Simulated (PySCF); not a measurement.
## Static response to an electric field

C4H4O3.
Geometry (GFN2-xTB, Å), atoms numbered from 1 in this order:
```
atom  x, y, z in Å
O1    -1.639   -0.933   -1.753
C2    -0.815   -0.617   -0.959
C3    -0.730    0.667   -0.155
C4     0.529    0.508    0.680
C5     1.068   -0.857    0.291
O6     2.044   -1.402    0.693
O7     0.243   -1.421   -0.640
H8    -1.638    0.770    0.439
H9    -0.692    1.511   -0.845
H10    1.291    1.259    0.469
H11    0.344    0.518    1.754
```

Level: CAM-B3LYP/def2-SVPD (PySCF), static field, nuclei fixed, core orbitals frozen in the response. The polarisability tensor in these axes (au):

```
x   59.18 -4.54 12.70
y   -4.54 50.02  3.36
z   12.70  3.36 49.71
```

Question: Diagonalise the tensor; give its mean and Δα, where Δα² is half the sum of the squared differences of the eigenvalues.

Answer: Principal values 38.40, 52.32 and 68.19 au; mean 52.97 au = 7.85 Å³ = 8.73 × 10⁻⁴⁰ C²·m²/J; Δα = 25.82 au (49 % of the mean).

Question: What is the dipole moment, and where does it point?

Answer: (-0.71, 4.12, 1.86) D, 4.58 D in size, pointing from the negative to the positive side. Measured along this direction, the outermost atoms are O7 at the negative end and H11, H8, H9 and H10 at the positive end.

Question: Find the Langevin capture rate constant for H3+ (3.023 u) meeting this molecule (100.016 u), k = 2.342 × 10⁻⁹ cm³/s × √(α in Å³ / reduced mass in u).

Answer: The reduced mass is 2.93 u, so k = 3.83 × 10⁻⁹ cm³/s. The formula leaves out the permanent dipole, which adds to the capture rate.

Question: Rayleigh depolarisation ratio (linearly polarised light, static tensor)?

Answer: ρ = 3Δα²/(45ᾱ² + 4Δα²) = 1999.5/(126257 + 2665.9) = 0.0155.

Question: Give the eigenvalues of the traceless quadrupole moment Θ = ½Σq(3rr − r²1), origin at the centre of nuclear charge.

Answer: -14.65, 5.14, 9.52 D·Å. The values depend on the origin, since the dipole doesn't vanish. The electronic extent ⟨r²⟩ about the same centre is 657 bohr², a root-mean-square distance of 1.88 Å for the 52 electrons.

Question: In TDDFT the mean static polarisability is Σ f/ω² over all singlet excitations (ω in hartree). How much of it do the 8 lowest give? Their energies (eV) and oscillator strengths: 5.53, 0.0010; 5.80, 0.0000; 7.72, 0.0000; 7.76, 0.0009; 7.97, 0.0007; 8.23, 0.3842; 8.36, 0.0436; 8.83, 0.0182.

Answer: They add up to 4.88 au, 9.2 % of the 52.97 au; the largest single term is 4.20 au, from the state at 8.23 eV. Terms in order: 0.03, 0.00, 0.00, 0.01, 0.01, 4.20, 0.46, 0.17 au. Higher excitations give the rest. The strengths listed sum to 0.449.

Isolated species at its GFN2-xTB geometry, gas phase.
